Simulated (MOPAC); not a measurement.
MOPAC input (PM3):

```
PM3 PRECISE GNORM=0.05 LET XYZ CHARGE=1 GEO-OK AUX(PRECISION=9) THREADS=1
C4H11O

C    -1.70345816 1   -0.82158574 1   -0.42605077 1
C    -0.57951860 1    0.05057871 1    0.16201849 1
C    -0.52169045 1    1.42769907 1   -0.49865260 1
C     0.69230231 1   -0.73077476 1   -0.00652922 1
O     1.86069893 1    0.06915361 1    0.67621405 1
H    -2.65467468 1   -0.30859008 1   -0.29303817 1
H    -1.77366522 1   -1.79206422 1    0.06621758 1
H    -1.55782401 1   -0.98073214 1   -1.49585457 1
H    -0.77544493 1    0.15857401 1    1.23661376 1
H    -0.35550657 1    1.33457491 1   -1.57377631 1
H     0.26553022 1    2.06089505 1   -0.08740342 1
H    -1.46813513 1    1.94616339 1   -0.35210667 1
H     0.69901426 1   -1.69909476 1    0.48738837 1
H     1.04608912 1   -0.78957378 1   -1.03264474 1
H     2.72140072 1   -0.38873599 1    0.66588578 1
H     1.64181404 1    0.34985113 1    1.58429050 1
```

From the output:

```
                                                       MOPAC v23.2.5 Linux

          FINAL HEAT OF FORMATION =        129.10456 KCAL/MOL =     540.17346 KJ/MOL

          COSMO AREA              =        125.58 SQUARE ANGSTROMS
          COSMO VOLUME            =        115.25 CUBIC ANGSTROMS

          GRADIENT NORM           =          0.01984          =       0.00496 PER ATOM
          IONIZATION POTENTIAL    =         16.641898 EV
          HOMO LUMO ENERGIES (EV) =        -16.642 -5.722
          NO. OF FILLED LEVELS    =         16
          MOLECULAR WEIGHT        =         75.1303         POINT GROUP:  C1

          MOLECULAR DIMENSIONS (Angstroms)

            Atom       Atom       Distance
            H    15    H     6     4.84683
            H    13    H    12     3.83491
            H     9    H    14     2.81602

          SCF CALCULATIONS        =        107

   ATOM   CHEMICAL          X               Y               Z
  NUMBER   SYMBOL      (ANGSTROMS)     (ANGSTROMS)     (ANGSTROMS)

     1       C         -1.67645832  *  -0.81408592  *  -0.45708902  *
     2       C         -0.56221690  *  -0.01385111  *   0.19836962  *
     3       C         -0.50840852  *   1.40061366  *  -0.36182112  *
     4       C          0.75511884  *  -0.74107891  *  -0.04715839  *
     5       O          1.88881272  *  -0.01726023  *   0.60472752  *
     6       H         -2.64638104  *  -0.32415847  *  -0.29309618  *
     7       H         -1.74548261  *  -1.82873732  *  -0.04242964  *
     8       H         -1.53370925  *  -0.90162083  *  -1.54322298  *
     9       H         -0.76001354  *   0.03054332  *   1.30027151  *
    10       H         -0.46968393  *   1.40992226  *  -1.46040379  *
    11       H          0.37272011  *   1.95679416  *   0.00831052  *
    12       H         -1.39782547  *   1.97398057  *  -0.06506472  *
    13       H          0.79532851  *  -1.76628323  *   0.37008183  *
    14       H          1.07716814  *  -0.76032943  *  -1.10805316  *
    15       H          1.82807208  *  -0.16613025  *   1.56326392  *
    16       H          1.74076284  *   0.93717705  *   0.41029414  *

                             CARTESIAN COORDINATES

   1    C       -1.676458316    -0.814085919    -0.457089024
   2    C       -0.562216895    -0.013851114     0.198369624
   3    C       -0.508408518     1.400613657    -0.361821115
   4    C        0.755118839    -0.741078910    -0.047158392
   5    O        1.888812723    -0.017260234     0.604727524
   6    H       -2.646381044    -0.324158475    -0.293096181
   7    H       -1.745482610    -1.828737324    -0.042429645
   8    H       -1.533709253    -0.901620829    -1.543222978
   9    H       -0.760013536     0.030543323     1.300271512
  10    H       -0.469683925     1.409922263    -1.460403788
  11    H        0.372720109     1.956794162     0.008310522
  12    H       -1.397825466     1.973980571    -0.065064715
  13    H        0.795328513    -1.766283225     0.370081833
  14    H        1.077168144    -0.760329431    -1.108053163
  15    H        1.828072084    -0.166130247     1.563263917
  16    H        1.740762841     0.937177046     0.410294144

           Empirical Formula: C4 H11 O  =    16 atoms

      MOLECULAR POINT GROUP   :   C1

                  EIGENVALUES
 -48.67389 -41.62530 -32.51768 -31.46499 -26.91261 -26.03889 -23.74159 -22.89340
 -21.29525 -19.85709 -19.30360 -18.41938 -17.58381 -17.37305 -16.94191 -16.64190
  -5.72248  -3.65023  -3.35619  -2.38554  -2.04684  -1.80584  -1.42269  -1.10770
  -0.77266  -0.42827   0.01801   0.11031   0.46232   0.51004   0.60907

              NET ATOMIC CHARGES AND DIPOLE CONTRIBUTIONS

  ATOM NO.   TYPE          CHARGE      No. of ELECS.   s-Pop       p-Pop
    1          C          -0.111385        4.1114     1.13956     2.97183
    2          C          -0.131974        4.1320     1.18748     2.94449
    3          C          -0.122249        4.1222     1.14441     2.97784
    4          C           0.059040        3.9410     1.20578     2.73518
    5          O          -0.008815        6.0088     1.71053     4.29828
    6          H           0.083183        0.9168     0.91682
    7          H           0.064317        0.9357     0.93568
    8          H           0.065905        0.9341     0.93410
    9          H           0.090789        0.9092     0.90921
   10          H           0.078927        0.9211     0.92107
   11          H           0.013917        0.9861     0.98608
   12          H           0.096293        0.9037     0.90371
   13          H           0.111674        0.8883     0.88833
   14          H           0.117825        0.8822     0.88217
   15          H           0.288969        0.7110     0.71103
   16          H           0.303583        0.6964     0.69642
 DIPOLE           X         Y         Z       TOTAL
 POINT-CHG.     4.359    -0.107     1.946     4.775
 HYBRID         0.082     0.426     0.538     0.691
 SUM            4.440     0.320     2.485     5.098

          ATOMIC ORBITAL ELECTRON POPULATIONS

     Atom    s        px        py        pz
    1  C   1.13956   0.96418   0.99779   1.00986
    2  C   1.18748   0.93386   0.97744   1.03319
    3  C   1.14441   1.02049   0.92550   1.03186
    4  C   1.20578   0.81590   0.93970   0.97958
    5  O   1.71053   1.58255   1.36628   1.34946
    6  H   0.91682
    7  H   0.93568
    8  H   0.93410
    9  H   0.90921
   10  H   0.92107
   11  H   0.98608
   12  H   0.90371
   13  H   0.88833
   14  H   0.88217
   15  H   0.71103
   16  H   0.69642

 **********************
 *                    *
 * JOB ENDED NORMALLY *
 *                    *
 **********************

 == MOPAC DONE ==
```

The dipole moment of an ion depends on the origin.

The geometry given is a B3LYP-D3(BJ)/def2-TZVP minimum.
